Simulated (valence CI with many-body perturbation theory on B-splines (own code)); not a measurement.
Level structure of W III

Calculated by valence CI with perturbative core correlation (CI+MBPT): four valence electrons over a frozen Dirac-Fock core [Xe] 4f14, radial functions for each j: 7 s, 7 p, 8 d, 6 f, 4 g, 1 h, with the one-electron correlation potential Σ1 (screened to all orders), the two-electron term Σ2, the three-electron term Σ3, Breit, model QED; selected single and double excitations, second order for the rest, scaled by the run's own slope (own B-spline code, finite nucleus).

Set against measurement, 9 paired levels are off by 356 cm⁻¹ on average, the worst by 816. These come from a selection out of NIST levels as listed in McCann et al., Mon. Not. R. Astron. Soc. 538, 537 (2025). Levels without a partner in it may be off by more, other configurations by 1,000 to 8,000 cm⁻¹. Among the levels kept, up to 390 cm⁻¹ of a level comes from second order outside the variational space, and about a tenth of that is noise between levels of different J, which matters for small intervals.

Levels 91 to 135 of 201, with energies above the lowest level, 5d4 5D_0. "Leading %" is the weight of the configuration and term that name the level; weights of strongly mixed levels are sums over their largest components and can fall short.

```
No.  Configuration  Term  J  E (cm⁻¹)  Leading %      g    Second component
 91         5d3 6p   5D°  1     69197         37  0.916     34 % 5d3 6p 5F°
 92        5d2 6s2    1D  2     70292         32  1.095      26 % 5d3 6s 1D
 93         5d3 6p   5D°  4     70560         22  1.230     18 % 5d3 6p 5F°
 94         5d3 6p   3G°  3     70868         46  1.013     19 % 5d3 6p 5D°
 95         5d3 6p   5D°  2     70883         53  1.274     24 % 5d3 6p 5F°
 96         5d3 6p   5D°  4     72359         32  1.203     15 % 5d3 6p 3H°
 97         5d3 6p   5D°  1     72852         34  1.695     24 % 5d3 6p 5P°
 98         5d3 6p   5F°  3     73091         49  1.127     21 % 5d3 6p 3G°
 99         5d3 6p   5G°  5     73548         61  1.191      7 % 5d3 6p 3I°
100         5d3 6p   3F°  2     73642         32  0.854     11 % 5d3 6p 3D°
101         5d3 6p   5D°  3     74179         36  1.306     10 % 5d3 6p 3F°
102         5d3 6p   3D°  1     74233         23  1.299     17 % 5d3 6p 5P°
103         5d3 6p   5F°  4     74367         42  1.089     40 % 5d3 6p 3H°
104         5d3 6p   3P°  2     75172         25  1.326     22 % 5d3 6p 3D°
105         5d3 6p   5G°  6     75869         79  1.298     16 % 5d3 6p 3H°
106         5d3 6p   5D°  0     75881         69            22 % 5d3 6p 1S°
107         5d3 6p   5F°  5     76189         38  1.149     23 % 5d3 6p 3I°
108         5d3 6p   3F°  3     76616         19  1.125     18 % 5d3 6p 1F°
109         5d3 6p   5P°  2     76674         17  1.214     13 % 5d3 6p 5D°
110         5d3 6p   3D°  1     77165         39  0.975     29 % 5d3 6p 5D°
111         5d3 6p   3G°  3     77341         37  1.011     16 % 5d3 6p 3F°
112         5d3 6p   5D°  2     77383         19  1.112     15 % 5d3 6p 3F°
113         5d3 6p   3G°  4     78156         31  1.102     20 % 5d3 6p 3H°
114      5d2 6s 6p   5G°  2     78546         36  0.890     12 % 5d3 6p 5P°
115         5d3 6p   3G°  4     78695         30  1.051     21 % 5d3 6p 3H°
116         5d3 6p   3P°  0     79064         79            11 % 5d3 6p 5D°
117         5d3 6p   5P°  2     79437         23  1.240     15 % 5d3 6p 3D°
118         5d3 6p   3F°  3     79734         21  1.284     21 % 5d3 6p 5D°
119         5d3 6p   3P°  1     79841         31  1.534     24 % 5d3 6p 5P°
120         5d3 6p   3F°  4     79926         62  1.229      7 % 5d3 6p 5D°
121         5d3 6p   5P°  3     80232         44  1.412     27 % 5d3 6p 3D°
122         5d3 6p   3H°  5     80839         31  1.144     17 % 5d3 6p 5F°
123      5d2 6s 6p   5G°  3     81312         46  1.106     15 % 5d3 6p 5D°
124         5d3 6p   3H°  6     81517         44  1.113     40 % 5d3 6p 3I°
125         5d3 6p   3P°  1     81657         30  1.300     16 % 5d3 6p 1P°
126         5d3 6p   3P°  2     82129         35  1.381     20 % 5d3 6p 3D°
127         5d3 6p   3H°  5     82583         26  1.074     24 % 5d3 6p 3I°
128         5d3 6p   1P°  1     82823         19  1.058  14 % 5d2 6s 6p 5F°
129         5d3 6p   3G°  4     82931         56  1.057      8 % 5d3 6p 3H°
130         5d3 6p   3F°  2     83489         23  1.085     15 % 5d3 6p 1D°
131         5d3 6p   3F°  2     83713         26  1.088     17 % 5d3 6p 5D°
132         5d3 6p   3G°  3     84166         25  0.961     12 % 5d3 6p 3F°
133         5d3 6p   5D°  4     84282         28  1.221  15 % 5d2 6s 6p 5G°
134         5d3 6p   3G°  5     84308         49  1.092     20 % 5d3 6p 3I°
135      5d2 6s 6p   5F°  1     84435         60  0.376      6 % 5d3 6p 1P°
```

Names give the largest LS component (configuration and term), which can be under half, so a name can repeat, a term be missing and a line seem to break the LS rules; names also repeat where a configuration has a term twice.

Where two levels of one J and parity lie close, their mixing, g and order are uncertain.
